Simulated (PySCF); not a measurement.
Ti2S, quintet: data card

Level of theory: UPBE in PySCF with S def2-SVP, Ti def2-SVP; no relativity; density-fitted integrals.

The structure is a minimum.

Coordinates in bohr (charge 0 multiplicity 5):
```
S     0.0000    0.0000   -2.7621
Ti    2.2356    0.0000    0.9209
Ti   -2.2356    0.0000    0.9209
```

```
Point group                                                                   : C2v
Bond lengths                                                                  : S–Ti 2.280 Å (×2), Ti–Ti 2.366 Å
Bond angles                                                                   : S–Ti–Ti 58.7° (×2), Ti–S–Ti 62.5°
Lowest empty level (β)                                                        : -2.81 eV
Entropy at 298.15 K and 1 bar (electronic part: spin only)                    : 303.7 J/(mol K)
Zero-point energy                                                             : 6.0 kJ/mol
Dipole moment                                                                 : 3.23 D
Principal quadrupole moments (Buckingham, traceless) about the centre of mass : -6.30, -4.30, 10.60 D Å
Highest occupied level (α)                                                    : -3.16 eV
Spin squared ⟨S²⟩                                                             : 6.026
Heat capacity Cp at 298.15 K                                                  : 53.3 J/(mol K)
Rotational symmetry number                                                    : 2
Principal polarisabilities                                                    : 87.7, 100.7, 207.9 bohr³
Enthalpy at 298.15 K above 0 K                                                : 12.99 kJ/mol
Atomisation energy without zero-point energy                                  : 888 kJ/mol
Rotational constants                                                          : 0.1851, 0.1256, 0.07482 cm⁻¹
```

Harmonic modes (masses in u: S 31.972, Ti 47.948):
| symmetry | ω (cm⁻¹) | IR (km/mol) | μ (u) |
| --- | --- | --- | --- |
| b2 | 263 | 3.1 | 39.20 |
| a1 | 272 | 1.5 | 45.27 |
| a1 | 471 | 31.1 | 36.45 |

In C2v the vibrations span b2 + 2a1. Here b1 is antisymmetric to the molecular plane and b2 lies in it.

Charges (e):
```
 atom  Mulliken  Löwdin  polar tensor  spin (Mulliken)  Mayer order to S1
   S1     -0.31    0.04         -0.52            -0.14                  –
Ti2,3      0.15   -0.02          0.26             2.07               1.23
```
Other Mayer orders above 0.3: Ti–Ti 2.11.

Mulliken populations on S1: s 5.88, p 10.40, d 0.03.

This need not be the most stable arrangement of these atoms. Open d and f shells are described by one determinant, and the ground state may have another occupation or spin.

The final relaxation and frequency run took 64 s on 2 threads of a shared Arm Neoverse N1 host, with 80 basis functions and 7 gradients; the process peaked at 0.71 GiB. Launch command: `OMP_NUM_THREADS=2 python axn.py task.json out`.
